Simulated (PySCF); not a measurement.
## Adding and removing an electron: KBi

PBE; K def2-SVPD, Bi def2-SVPD with ECP60; scalar-relativistic core potentials (PySCF 2.14). Neutral (UKS): triplet (π ↑↑), Re = 3.418 Å, ωe = 126 cm⁻¹, De = 1.15 eV, HOMO -3.10 eV, LUMO -2.40 eV.

KBi⁺ (UKS): quartet (σ ↑, π ↑↑), Re = 3.910 Å, ωe = 56.4 cm⁻¹. The energies at the minima are -814.28682 hartree for KBi and -814.09010 for KBi⁺.

Problem. Work out the adiabatic ionisation energy, without and with harmonic zero-point energies (1 hartree = 27.2114 eV, 1 eV = 8065.5 cm⁻¹), and the change of the bond length.

Solution. At PBE: 0.19672 hartree = 5.353 eV between the minima; the zero-point term (56.4 − 126.0)/2 cm⁻¹ = -0.004 eV makes it 5.349 eV. Re changes by +49.2 pm against the neutral. The electron leaves a σ orbital, and the ion is left as a loose complex of an ion and an atom.

These are scalar-relativistic numbers at best; spin–orbit coupling would shift them, the dissociation energy most. States were picked by a PBE0 search and need not be the measured ground states.
